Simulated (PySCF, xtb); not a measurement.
C2H6GeO2, SMILES CC(=O)[O][GeH3].

Harmonic wavenumbers (cm⁻¹) from GFN2-xTB run with xtb at its own minimum, in rising order: 39, 118, 156, 240, 298, 484, 550, 567, 615, 696, 726, 791, 812, 957, 1003, 1009, 1270, 1367, 1441, 1443, 1715, 2002, 2085, 2101, 3024, 3043, 3064.

Problem. What does B3LYP-D3(BJ)/def2-SVP (PySCF) give at its own minimum? (An estimate is asked for; the answer gives what the named calculation found.)

Solution. 87, 120, 142, 191, 333, 557, 577, 621, 647, 736, 845, 870, 880, 955, 1014, 1053, 1306, 1387, 1438, 1447, 1808, 2165, 2175, 2181, 3051, 3130, 3178. Paired by order, the mean absolute difference is 52 cm⁻¹ and the zero-point energies are 45.2 and 47.0 kcal/mol.
